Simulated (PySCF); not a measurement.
Excitations are Tamm–Dancoff values on a coarser integration grid. The basis has no diffuse functions, so Rydberg states are missing or too high.

## C₄H₃N, SMILES `C(CC#C)#N` (charge 0, multiplicity 1)

All values below come from M06-2X/def2-TZVP // B3LYP-D3(BJ)/def2-TZVP run with PySCF.

```
Quantity                                                       Value
--------------------------------------  ----------------------------
HOMO                                                        -9.83 eV
dipole moment                                                 3.72 D
HOMO–LUMO gap                                               10.86 eV
LUMO                                                         1.03 eV
S1 excitation (TDA)                                          6.26 eV
S1 oscillator strength                                         0.000
T1 excitation (TDA)                                          5.77 eV
S1–T1 gap (TDA)                                              0.49 eV
vertical ionisation energy (Delta-SCF)                      11.15 eV
total energy                                            -208.8806 Ha
cost                                    very roughly 11 core-minutes
```

```xyz
8

C      1.2478     1.1967    -0.7178
C      0.6306     0.3401    -0.1542
C     -0.1138    -0.7126     0.5302
C     -1.3595    -0.2336     1.1351
N     -2.3394     0.1241     1.6156
H      1.7926     1.9603    -1.2170
H     -0.3593    -1.5168    -0.1697
H      0.5011    -1.1582     1.3178
```
